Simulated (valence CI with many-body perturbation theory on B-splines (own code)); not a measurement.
## Re54+: magnetic and hyperfine properties of the levels

Computed by relativistic CI+MBPT: three valence electrons over a frozen Dirac-Fock core [Ar], a basis of 9 s, 9 p, 10 d, 8 f, 5 g, 3 h, 1 i functions for each j, with the one-electron correlation potential Σ1 (screened to all orders), the two-electron term Σ2, the three-electron term Σ3, Breit, model QED; selected single and double excitations, second order for the rest (own B-spline code, finite nucleus).

No measured spectrum was set against this ion. As an estimate, large intervals hold to a few tenths of a per cent, small ones and those within an open d or f shell to about a per cent. The list stops below the first excitations out of the core. Only levels of the ground parity were solved; by the run's estimate the other parity begins above the list, which can be wrong where configurations are misplaced.

A/g_I is the dipole constant over the nuclear g factor μ/I (μ in nuclear magnetons, uniformly magnetised nucleus), B/Q the quadrupole constant per barn. Both hold the static response of the core; the bare values leave it out. Large factors of s and p1/2 electrons are usually good to 5 to 10 %; those of open d and f shells near neutrality can be off by tens of per cent, and small factors of p3/2, d and f electrons come from cancelling terms and can be off by a factor of two or in sign, in half-filled shells by more. B is blank for J = 1/2, where it vanishes, and for nearly pure S terms. Energies count from the lowest level.

Levels are named by their leading jj configuration (3d3/2^4 stands for four electrons in 3d with j = 3/2), which in mixed levels can hold well under half, so a name can repeat and another be missing. Letters in brackets count levels of one name in rising energy.

| Level | E (cm⁻¹) | g | A/g_I (MHz) | A/g_I bare | B/Q (MHz/b) | B/Q bare |
| --- | --- | --- | --- | --- | --- | --- |
| (3d3/2^3) J=3/2 | 0 | 0.723 | 113000 | 112000 | -69000 | -69800 |
| (3d3/2^2 3d5/2) J=5/2 [a] | 567280 | 1.052 | 64000 | 64300 | -36400 | -36900 |
| (3d3/2^2 3d5/2) J=3/2 | 618780 | 1.164 | 51400 | 52000 | -12800 | -13000 |
| (3d3/2^2 3d5/2) J=9/2 | 648400 | 1.030 | 72300 | 72600 | 81100 | 81900 |
| (3d3/2^2 3d5/2) J=7/2 | 650070 | 1.033 | 70100 | 70400 | 30200 | 30500 |
| (3d3/2^2 3d5/2) J=1/2 | 662870 | 1.798 | -50200 | -47700 |  |  |
| (3d3/2^2 3d5/2) J=5/2 [b] | 856230 | 1.231 | 42700 | 43500 | 121000 | 122000 |
| (3d3/2 3d5/2^2) J=7/2 [a] | 1205600 | 1.118 | 51600 | 52100 | -8970 | -9100 |
| (3d3/2 3d5/2^2) J=9/2 | 1243500 | 1.128 | 54400 | 54900 | 22900 | 23100 |
| (3d3/2 3d5/2^2) J=3/2 [a] | 1286900 | 1.103 | 61900 | 62300 | -69200 | -69900 |
| (3d3/2 3d5/2^2) J=1/2 | 1311100 | 1.516 | -22300 | -20600 |  |  |
| (3d3/2 3d5/2^2) J=11/2 | 1321100 | 1.079 | 61500 | 61900 | 147000 | 148000 |
| (3d3/2 3d5/2^2) J=5/2 [a] | 1323300 | 1.292 | 18600 | 19600 | 79700 | 80500 |
| (3d3/2 3d5/2^2) J=5/2 [b] | 1396600 | 1.090 | 64700 | 65100 | -26100 | -26300 |
| (3d3/2 3d5/2^2) J=7/2 [b] | 1399300 | 1.083 | 63300 | 63600 | 28300 | 28600 |
| (3d3/2 3d5/2^2) J=3/2 [b] | 1566200 | 0.879 | 101000 | 101000 | 93700 | 94700 |
| (3d5/2^3) J=9/2 | 1881800 | 1.160 | 44200 | 44800 | 9930 | 10000 |

Question: Take the isotope of mass number 187, with I = 5/2, μ = 3.209 μN and Q = 1.94 b. What is the hyperfine structure of (3d3/2 3d5/2^2) J=7/2 [a]?

Answer: From the table A = 66200 MHz, B = -17400 MHz. Shifts from the centre of gravity in MHz: F = 1: -754000, F = 2: -617000, F = 3: -413000, F = 4: -144000, F = 5: 187000, F = 6: 575000.
